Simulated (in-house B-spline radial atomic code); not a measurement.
A radial electron density 4πr²n(r) was computed for an atom or ion in its tabulated ground configuration with an all-electron radial atomic-structure program (B-spline basis); method: Dirac-Kohn-Sham B97-1, spherical fractional occupations. Columns: r (bohr), 4πr²n(r) (electrons per bohr), bar.

```
 0.00276   0.5678 #
 0.00329   0.7858 #
 0.00393    1.087 ##
  0.0047    1.499 ###
 0.00561    2.047 ###
  0.0067    2.777 #####
   0.008    3.733 ######
 0.00955    4.964 ########
  0.0114    6.519 ###########
  0.0136    8.426 ##############
  0.0162    10.68 ##################
  0.0194    13.34 ######################
  0.0232    16.22 ###########################
  0.0277    19.11 ################################
   0.033    21.72 ####################################
  0.0394    23.75 ########################################
  0.0471    24.81 #########################################
  0.0562    24.65 #########################################
  0.0671    23.32 #######################################
  0.0801    21.25 ###################################
  0.0957    19.27 ################################
   0.114    18.36 ###############################
   0.136    19.17 ################################
   0.163    21.68 ####################################
   0.194    24.61 #########################################
   0.232    26.35 ############################################
   0.277    25.25 ##########################################
   0.331    21.01 ###################################
   0.395    15.05 #########################
   0.472    9.722 ################
   0.563    7.017 ############
   0.673    7.049 ############
   0.803     8.24 ##############
   0.959    8.675 ##############
    1.15    7.422 ############
    1.37    5.075 ########
    1.63    2.754 #####
    1.95     1.13 ##
    2.33   0.3479 #
    2.78  0.07765 
    3.32  0.01147 
    3.96  0.00108
```

**Question.** Which atom or ion is it?
A. Sc4+
B. Ca3+
C. Sc3+
D. K3+

**Answer.** C. The area under the curve, ∫4πr²n dr = ∫r·4πr²n d(ln r) on this logarithmic grid, is 18 electrons, which only this option has. The configuration is [Ne] 3s2 3p6.
